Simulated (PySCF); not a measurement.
SiOCl2, SMILES O=[Si](Cl)Cl.

Geometry: PBE-D3(BJ)/def2-SVP.

These are PySCF with r2SCAN/def2-TZVPD values and carry that method's errors.

Symmetry labels are those of the subgroup C2v that the program uses (full group C2v).

List the valence orbital energies around the gap with their symmetry. (An estimate is asked for; the answer gives what the named calculation found.)


```tsv
orbital	symmetry	energy (eV)
HOMO−7	B2	-11.69
HOMO−6	B1	-10.40
HOMO−5	A1	-10.33
HOMO−4	A2	-9.59
HOMO−3	A1	-9.34
HOMO−2	B2	-9.24
HOMO−1	B1	-8.21
HOMO	B2	-7.71
LUMO	A1	-2.96
LUMO+1	B1	-2.58
LUMO+2	A1	0.28
LUMO+3	B2	0.75
```
